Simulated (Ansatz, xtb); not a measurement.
**Relative energy of two isomers of C6H3N3O**

Structure I is `N#Cc1cnc(C=O)nc1`, a singlet and structure II is `N#Cc1cncnc1C=O`, a singlet. Both are isolated molecules in the gas phase, relaxed with PBE0-D3(BJ)/def2-SVP; the shapes shown needn't be the lowest conformers.

I (Å):

```xyz
13

C     1.4699    0.5138    0.6838
C     0.1088    0.1609    0.4401
C    -0.8381    0.1147    1.4739
C    -2.4286   -0.4984   -0.0200
C    -3.8720   -0.8667   -0.2390
C    -0.3538   -0.1588   -0.8486
N     2.5752    0.8004    0.8826
N    -2.0987   -0.2138    1.2399
N    -1.6135   -0.4855   -1.0735
O    -4.3319   -1.1498   -1.3074
H    -0.5525    0.3510    2.5045
H    -4.4687   -0.8473    0.7049
H     0.3307   -0.1431   -1.7041
```

II (Å):

```xyz
13

C     0.3923    0.3720    1.4778
C    -0.8492    0.1953    0.7932
C    -1.9765    0.9271    1.2047
C    -3.2287   -0.0480   -0.4076
C    -1.0498   -0.6756   -0.2925
C     0.0402   -1.5318   -0.8628
N     1.3417    0.5953    2.1038
N    -3.1527    0.8061    0.6103
N    -2.2353   -0.7896   -0.8822
O     1.1639   -1.5440   -0.4448
H    -1.8989    1.6264    2.0443
H    -4.2027   -0.1480   -0.8996
H    -0.3085   -2.1566   -1.7192
```

Problem. Which of the two would you expect CCSD(T)/def2-SVP + ΔMP2/def2-TZVPP electronic energies to favour?

Solution. CCSD(T)/def2-SVP + ΔMP2/def2-TZVPP gives E(II) − E(I) = −0.56 kcal/mol, slightly favouring structure II, which is too small a margin to settle the true order.

How the difference moves with the method:

```
                             level              geometry  E(II) − E(I) (kcal/mol)  departure from the last row (kcal/mol)  job, with rough time for the two
                          GFN2-xTB              GFN2-xTB                     −1.84                                   −1.28              optimisation, 0.17 s
                         HF/STO-3G              GFN2-xTB                     +0.09                                   +0.65               single point, 0.9 s
                r2SCAN-D4/def2-SVP              GFN2-xTB                     −0.85                                   −0.29               single point, 9.9 s
              PBE0-D3(BJ)/def2-SVP  PBE0-D3(BJ)/def2-SVP                     −0.74                                   −0.18                optimisation, 84 s
                       HF/def2-SVP  PBE0-D3(BJ)/def2-SVP                     +1.04                                   +1.60           part of the CCSD(T) run
                      MP2/def2-SVP  PBE0-D3(BJ)/def2-SVP                     −1.24                                   −0.68           part of the CCSD(T) run
                  CCSD(T)/def2-SVP  PBE0-D3(BJ)/def2-SVP                     −0.79                                   −0.22                      single point
CCSD(T)/def2-SVP + ΔMP2/def2-TZVPP  PBE0-D3(BJ)/def2-SVP                     −0.56                                                     single point, 5.3 min
```

As drawn, both hold the same kinds of bond in the same numbers.

The largest departure from CCSD(T)/def2-SVP + ΔMP2/def2-TZVPP is that of HF/def2-SVP, 1.60 kcal/mol. The last row adds to CCSD(T) the change of the MP2 difference between the two basis sets, here +0.22 kcal/mol.

With thermal terms from frequencies at re-optimised GFN2-xTB minima (ideal gas, soft modes damped towards free rotors, one conformer each, 298.15 K, 1 atm): on the last row, ΔE + ΔZPE = −0.44, ΔH = −0.48, ΔG = −0.37 kcal/mol.

The correlated steps freeze 10 core orbitals. Run with Ansatz 0.2.0, xtb 6.7.1; the last row on 2 threads of Arm Neoverse V1 on a shared host.
